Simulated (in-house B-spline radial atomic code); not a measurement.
The outermost shell (largest non-relativistic mean radius) with and without relativity; Dirac values are averaged over j. Computed with a B-spline radial code for spherical atoms: non-relativistic Hartree-Fock and Dirac-Hartree-Fock, averages of the configuration (point nuclei without relativity, finite nuclei with it).

```
 ion  configuration  outermost shell  radius non-relativistic (bohr)  radius Dirac (bohr)  radius change (%)  level non-relativistic (eV)  level Dirac (eV)  spin-orbit splitting (eV)
Pm3+       [Xe] 4f4               5p                          1.6573               1.6241            -2.0064                      -54.166           -55.166                     3.8673
Sm3+       [Xe] 4f5               5p                          1.6298               1.5945            -2.1695                      -55.089           -56.225                     4.1548
Eu3+       [Xe] 4f6               5p                          1.6038               1.5664            -2.3316                      -55.987           -57.262                     4.4557
Gd3+       [Xe] 4f7               5p                           1.579               1.5397            -2.4938                      -56.864            -58.28                     4.7707
Tb3+       [Xe] 4f8               5p                          1.5555               1.5141            -2.6571                      -57.721           -59.286                     5.1009
Dy3+       [Xe] 4f9                ?                               ?                    ?                  ?                            ?                 ?                          ?
Ho3+      [Xe] 4f10               5p                          1.5113               1.4662            -2.9896                      -59.390           -61.268                     5.8103
Er3+      [Xe] 4f11                ?                               ?                    ?                  ?                            ?                 ?                          ?
Tm3+      [Xe] 4f12               5p                          1.4707               1.4217            -3.3331                      -61.007           -63.227                     6.5913
Yb3+      [Xe] 4f13               5p                          1.4515               1.4005            -3.5098                      -61.799           -64.203                     7.0112
Lu3+      [Xe] 4f14               5p                           1.433               1.3801            -3.6901                      -62.582           -65.179                     7.4522
Hf3+  [Xe] 4f14 5d1               5d                          1.9097               1.9482             2.0185                      -33.320           -32.259                    0.50291
Ta3+  [Xe] 4f14 5d2               5d                          1.8094               1.8434             1.8797                      -35.563           -34.444                    0.65262
 W3+  [Xe] 4f14 5d3               5d                          1.7219               1.7522             1.7552                      -37.783           -36.609                    0.81743
Re3+  [Xe] 4f14 5d4                ?                               ?                    ?                  ?                            ?                 ?                          ?
Os3+  [Xe] 4f14 5d5               5d                          1.5757               1.6001             1.5476                      -42.185           -40.901                      1.195
```

Question: Fill in the row of Dy3+.

Answer: outermost shell: 5p; radius non-relativistic (bohr): 1.5329; radius Dirac (bohr): 1.4897; radius change (%): -2.8222; level non-relativistic (eV): -58.563; level Dirac (eV): -60.281; spin-orbit splitting (eV): 5.4471.

Question: Fill in the row of Er3+.

Answer: outermost shell: 5p; radius non-relativistic (bohr): 1.4906; radius Dirac (bohr): 1.4435; radius change (%): -3.1598; level non-relativistic (eV): -60.204; level Dirac (eV): -62.249; spin-orbit splitting (eV): 6.1913.

Question: Fill in the row of Re3+.

Answer: outermost shell: 5d; radius non-relativistic (bohr): 1.6447; radius Dirac (bohr): 1.6718; radius change (%): 1.6452; level non-relativistic (eV): -39.988; level Dirac (eV): -38.76; spin-orbit splitting (eV): 0.99799.

Question: Which member changes most?

Answer: Lutetium (Lu3+): its 5p shell contracts by 3.7 %.
